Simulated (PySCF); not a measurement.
One of the candidates below gave these computed data.

All candidates are C6H5F3O.

| technique | computed result |
| --- | --- |
| Rotational structure | rotational constants A, B, C: 3.273, 0.550, 0.516 GHz [GFN2-xTB] |
| 1H NMR | chemical shifts (computed TMS as zero) by class: 3.23 (2 H), 2.40 (3 H) ppm [GIAO PBE0/pcSseg-1] |
| UV, strongest line | among the 6 lowest singlet transitions: S3 at 5.87 eV (211 nm, f = 0.132) [TDDFT PBE0/def2-SVPD] |
| UV, first state | lowest singlet excitation: 4.01 eV (309 nm, f = 0.000) [TDDFT PBE0/def2-SVPD] |
| Polarisability | 77.8 au [PBE0/def2-SVPD] |
| 13C NMR | chemical shifts (computed TMS as zero) by class: 186.6 (1 C), 133.7 (1 C), 90.1 (1 C), 87.7 (1 C), 36.0 (1 C), 29.5 (1 C) ppm [GIAO PBE0/pcSseg-1] |
| NMR, other nuclei | isotropic shieldings of nuclei other than C and H, by class: -363 (1 O), 251 (3 F) ppm [GIAO PBE0/pcSseg-1] |
| Triplet | lowest triplet excitation (Tamm–Dancoff): 3.42 eV [TDA PBE0/def2-SVPD] |
| Dipole | 1.51 D [PBE0/def2-SVPD] |

The electronic properties come from PySCF, for the isolated species, density fitting. Levels stand in brackets. Isolated species at its GFN2-xTB geometry, gas phase. Each NMR value is the plain mean over a class of atoms that symmetry, rotation or inversion makes alike.

**Question.** Which candidate is it?
A. `CC(=O)C#CCC(F)(F)F`
B. `FC(F)=C(F)C1=COCC1`
C. `Cc1cocc1C(F)(F)F`

**Answer.** A. It is `CC(=O)C#CCC(F)(F)F`. Numbering: `[CH3:1][C:2](=[O:3])[C:4]#[C:5][CH2:6][C:7]([F:8])([F:9])[F:10]`. Its formula, C6H5F3O, gives 3 degrees of unsaturation: 0 rings and 3 π bonds in the structure found. 6 carbons fall into 6 classes; from least to most shielded: ketone carbonyl carbon [C2] (186.6 ppm), CF3 carbon [C7] (133.7 ppm), alkyne carbon [C4] (90.1 ppm), alkyne carbon [C5] (87.7 ppm), methyl carbon next to a carbonyl [C1] (36.0 ppm), propargylic carbon [C6] (29.5 ppm). Hydrogen classes from least to most shielded: 2 H on a propargylic carbon, C6 (3.23 ppm), 3 H on a methyl carbon next to a carbonyl, C1 (2.40 ppm). The other shieldings belong to: -363 ppm, ketone oxygen [O3]; 251 ppm, fluorine of a CF3 group [F8/F9/F10]. S1 is mainly HOMO→LUMO (weight 0.98); the largest Löwdin shares of the orbital it empties are 0.67 on the ketone oxygen, 0.11 on the ketone carbonyl carbon, 0.09 on the methyl carbon next to a carbonyl and 0.08 on an alkyne carbon, of the orbital it fills 0.27 on the ketone carbonyl carbon, 0.27 on the ketone oxygen, 0.17 on an alkyne carbon and 0.13 on an alkyne carbon. The optimised geometry has point group Cs and is an asymmetric top.

The others, at the same levels:
- `Cc1cocc1C(F)(F)F` fails: its computed 13C shifts are 148.4 (1 C), 145.5 (1 C), 132.6 (1 C), 128.5 (1 C), 126.7 (1 C), 10.3 (1 C) ppm, 1H shifts are 7.81 (1 H), 7.36 (1 H), 2.42 (3 H) ppm and rotational constant A is 2.171 GHz (against 3.273 GHz).
- `FC(F)=C(F)C1=COCC1` fails: its computed 13C shifts are 166.6 (1 C), 153.4 (1 C), 136.9 (1 C), 106.8 (1 C), 73.8 (1 C), 32.7 (1 C) ppm, 1H shifts are 6.71 (1 H), 4.72 (2 H), 3.01 (2 H) ppm and rotational constant A is 2.741 GHz (against 3.273 GHz).

Each candidate is one conformer, not necessarily the lowest. The conformers computed, where there is a choice (atom-mapped SMILES and torsion angles):
- `[CH3:1][C:2](=[O:3])[C:4]#[C:5][CH2:6][C:7]([F:8])([F:9])[F:10]`: C5–C6–C7–F8 -60°
- `[CH3:1][c:2]1[cH:3][o:4][cH:5][c:6]1[C:7]([F:8])([F:9])[F:10]`: C5–C6–C7–F8 0°
- `[F:1][C:2]([F:3])=[C:4]([F:5])[C:6]1=[CH:7][O:8][CH2:9][CH2:10]1`: C2–C4–C6–C7 180°
